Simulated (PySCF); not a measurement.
CH3ClF2OSi, SMILES F[Si](Cl)(F)CO. Atoms are numbered in the order given.

```xyz
9

O     -2.3642     0.1618     0.1733
C     -1.4574    -0.8583    -0.2025
Si     0.3148    -0.3569     0.1253
F      0.6761    -0.3217     1.6933
F      1.3590    -1.3697    -0.5694
Cl     0.6083     1.5313    -0.6381
H     -2.1490     0.9595    -0.3309
H     -1.5632    -1.1682    -1.2630
H     -1.6935    -1.7501     0.4022
```

Coordinates come from a B3LYP-D3(BJ)/def2-SVP optimisation. This is a generated structure with no PubChem entry under its InChIKey; it may be hypothetical. Other conformers were not sampled.

Method: PBE/def2-TZVP run with PySCF.

* **total energy**: -1064.20794 hartree
* **highest occupied level**: -6.72 eV
* **lowest empty level**: -0.70 eV
* **orbital gap**: 6.02 eV
* **dipole moment**: 1.65 D
* **quadrupole, principal values (traceless, Buckingham form, about the centre of nuclear charge)**: -7.09, 1.34, 5.75 D·Å
* **mean static polarisability**: 51.6 bohr³ (7.65 Å³)
* **polarisability, principal values**: 44.2, 51.9, 58.9 bohr³
